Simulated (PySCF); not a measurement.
C2H5Se, SMILES CC[Se] (connectivity only; charge and spin as stated), charge -1, multiplicity 1.

Geometry: B3LYP-D3(BJ)/def2-SVPD. The spin state was assumed, not searched. The isomer is the one that the SMILES or the coordinates give; other isomers of the formula were not compared.

Calculation: B3LYP-D3(BJ)/def2-SVPD run with PySCF 2.14.0.

Frequencies are harmonic and unscaled.

```json
[
 {"mode": "1", "ν (cm⁻¹)": "253", "IR (km/mol)": "0.0", "Raman (Å⁴/amu)": "0.5", "depolarisation": "0.75", "moving atoms (share of kinetic energy)": "H 93 %"},
 {"mode": "2", "ν (cm⁻¹)": "281", "IR (km/mol)": "1.0", "Raman (Å⁴/amu)": "1.1", "depolarisation": "0.15", "moving atoms (share of kinetic energy)": "C 57 %, H 26 %, Se 17 %"},
 {"mode": "3", "ν (cm⁻¹)": "550", "IR (km/mol)": "2.6", "Raman (Å⁴/amu)": "7.3", "depolarisation": "0.29", "moving atoms (share of kinetic energy)": "C 66 %, H 20 %, Se 14 %"},
 {"mode": "4", "ν (cm⁻¹)": "736", "IR (km/mol)": "7.4", "Raman (Å⁴/amu)": "1.4", "depolarisation": "0.75", "moving atoms (share of kinetic energy)": "H 87 %, C 12 %"},
 {"mode": "5", "ν (cm⁻¹)": "961", "IR (km/mol)": "5.2", "Raman (Å⁴/amu)": "6.0", "depolarisation": "0.71", "moving atoms (share of kinetic energy)": "H 67 %, C 32 %"},
 {"mode": "6", "ν (cm⁻¹)": "962", "IR (km/mol)": "4.5", "Raman (Å⁴/amu)": "1.5", "depolarisation": "0.75", "moving atoms (share of kinetic energy)": "H 88 %, C 12 %"},
 {"mode": "7", "ν (cm⁻¹)": "1043", "IR (km/mol)": "2.4", "Raman (Å⁴/amu)": "18.6", "depolarisation": "0.35", "moving atoms (share of kinetic energy)": "C 66 %, H 34 %"},
 {"mode": "8", "ν (cm⁻¹)": "1213", "IR (km/mol)": "52.1", "Raman (Å⁴/amu)": "32.1", "depolarisation": "0.00", "moving atoms (share of kinetic energy)": "H 74 %, C 26 %"},
 {"mode": "9", "ν (cm⁻¹)": "1243", "IR (km/mol)": "0.1", "Raman (Å⁴/amu)": "0.1", "depolarisation": "0.75", "moving atoms (share of kinetic energy)": "H 77 %, C 23 %"},
 {"mode": "10", "ν (cm⁻¹)": "1358", "IR (km/mol)": "4.2", "Raman (Å⁴/amu)": "1.9", "depolarisation": "0.74", "moving atoms (share of kinetic energy)": "H 79 %, C 21 %"},
 {"mode": "11", "ν (cm⁻¹)": "1444", "IR (km/mol)": "8.0", "Raman (Å⁴/amu)": "6.1", "depolarisation": "0.75", "moving atoms (share of kinetic energy)": "H 97 %"},
 {"mode": "12", "ν (cm⁻¹)": "1447", "IR (km/mol)": "0.6", "Raman (Å⁴/amu)": "21.8", "depolarisation": "0.53", "moving atoms (share of kinetic energy)": "H 92 %"},
 {"mode": "13", "ν (cm⁻¹)": "1462", "IR (km/mol)": "0.5", "Raman (Å⁴/amu)": "3.7", "depolarisation": "0.51", "moving atoms (share of kinetic energy)": "H 95 %"},
 {"mode": "14", "ν (cm⁻¹)": "2938", "IR (km/mol)": "199.7", "Raman (Å⁴/amu)": "513.0", "depolarisation": "0.29", "moving atoms (share of kinetic energy)": "H 95 %"},
 {"mode": "15", "ν (cm⁻¹)": "3004", "IR (km/mol)": "96.4", "Raman (Å⁴/amu)": "162.0", "depolarisation": "0.17", "moving atoms (share of kinetic energy)": "H 95 %"},
 {"mode": "16", "ν (cm⁻¹)": "3040", "IR (km/mol)": "6.1", "Raman (Å⁴/amu)": "91.4", "depolarisation": "0.75", "moving atoms (share of kinetic energy)": "H 90 %, C 10 %"},
 {"mode": "17", "ν (cm⁻¹)": "3048", "IR (km/mol)": "43.7", "Raman (Å⁴/amu)": "92.0", "depolarisation": "0.75", "moving atoms (share of kinetic energy)": "H 93 %"},
 {"mode": "18", "ν (cm⁻¹)": "3088", "IR (km/mol)": "41.5", "Raman (Å⁴/amu)": "20.5", "depolarisation": "0.75", "moving atoms (share of kinetic energy)": "H 90 %, C 10 %"}
]
```
